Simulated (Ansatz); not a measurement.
Geometry optimisation, RKS PBE0-D4/def2-SVP (Ansatz).

Input:

```yaml
crystal:
  periodic: [false, false, false]
  atoms:
    - { symbol: Ge, position_ang: [0.0, 0.0, 0.0] }
    - { symbol: Cl, position_ang: [0.0, 0.0, 2.22] }
    - { symbol: F, position_ang: [1.5842, 0.0, -0.5594] }
    - { symbol: H, position_ang: [-0.73, 1.2648, -0.5162] }
    - { symbol: F, position_ang: [-0.7913, -1.3709, -0.5594] }
basis:
  gaussian: { orbitals: def2-SVP }
hamiltonian:
  xc: pbe0
  dispersion: d4
relax:
  f_tol: 0.02
  max_steps: 40
```

Launched with:

```bash
$ ansatz run input.yaml --threads 2 --pin off --max-ram 3072MiB --backend cpu --events-out ev --progress --plain --runs-dir out
```

Task: Where does it end, and by what steps?

Result: It converged. After 4 steps the energy has fallen by 0.159 eV; Cl2 moved furthest, 0.08 Å.

| step | energy less start (eV) | largest force component (eV/Å) | accepted |
| --- | --- | --- | --- |
| 0 | 0.0000 | 2.086 | yes |
| 1 | -0.1272 | 0.990 | yes |
| 2 | -0.1576 | 0.067 | yes |
| 3 | -0.1583 | 0.027 | yes |
| 4 | -0.1586 | 0.017 | yes |

```xyz
5
Properties=species:S:1:pos:R:3
Ge -0.030 0.052 0.033
Cl 0.015 -0.026 2.151
F 1.591 -0.021 -0.536
H -0.737 1.276 -0.528
F -0.777 -1.388 -0.536
```

The run took 9.6 s on 2 threads of Arm Neoverse V2, with other jobs on the host, peak memory 0.18 GiB.
